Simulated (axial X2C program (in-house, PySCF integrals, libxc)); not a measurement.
**Spin–orbit effects down a group: molecules with Cr (ions), HF**

Computed with an axial X2C code built on PySCF integrals, spin-free (one-electron X2C) or two-component (2c: spin–orbit coupling with atomic mean-field Coulomb and Gaunt terms, which also bring small scalar terms), in Dyall basis sets with cores contracted in-house; open shells are unrestricted.

Basis sets: Br dyall-cv3z, Cl dyall-av3z, Cr dyall-cv3z, F dyall-av3z.

```csv
molecule,spin-free state,Re (Å),ωe (cm⁻¹),De (eV),2c state,Re 2c (Å),ωe 2c (cm⁻¹),De 2c (eV)
CrF⁺,"M_S = 2, Λ = 0",1.747,789.6,2.15,Ω = 2,1.747,789.4,2.13
CrCl⁺,"M_S = 2, Λ = 0",2.181,483.5,1.44,Ω = 2,2.182,483.4,1.37
CrBr⁺,"M_S = 2, Λ = 1",2.324,350.8,0.76,Ω = 1,2.324,350.5,0.62
```

(1) Work out the shifts from the spin-free to the two-component result.

Fragments in 2c: Cr+ + F, Cr+ + Cl, Br + Cr+. Each entry is the lowest single determinant of a limited PBE0 search at one distance. De goes to single-determinant-based atoms at the same level (for ions the charge split of lowest energy) and is withheld (n/a) where an atom does not fit its ground term or J level. Main or longest-lived isotopes. One determinant is a doubtful description, or other states lie close, for CrF⁺, CrCl⁺, CrBr⁺; these need not be ground states, and all values refer to the states named. Some open-shell Ω = 0 determinants are out of reach, so the Ω given for CrF⁺, CrCl⁺, CrBr⁺ need not be the lowest component. With several unpaired electrons the Ω given is that of one determinant, not necessarily of the lowest component.

Results:

(1) 

```
molecule  2c state  ΔRe (Å)  Δωe (cm⁻¹)  ΔDe (eV)
    CrF⁺     Ω = 2    0.000        -0.2     -0.02
   CrCl⁺     Ω = 2    0.001        -0.1     -0.07
   CrBr⁺     Ω = 1    0.000        -0.3     -0.14
```

Shifts of one unit in the last digit are rounding.
